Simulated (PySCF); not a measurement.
VF₅, SMILES [F][V]([F])([F])([F])[F], multiplicity 1. Geometry optimised at ωB97X-D3(BJ)/def2-SVP. The spin state was assumed, not searched. The isomer is the one that the SMILES or the coordinates give; other isomers of the formula were not compared.

### Question
Give the equilibrium geometry at ωB97X-D3(BJ)/def2-SVP (PySCF confirms it by a frequency run) as Cartesian coordinates in Å, and its point group. (An estimate is asked for; the answer gives what the named calculation found.)

### Answer
point group D3h.
```xyz
6

V      0.0000     0.0000     0.0000
F      0.0000     0.0000     1.7210
F      0.0000     0.0000    -1.7210
F     -1.6843     0.0000     0.0000
F      0.8421     1.4586     0.0000
F      0.8421    -1.4586     0.0000
```
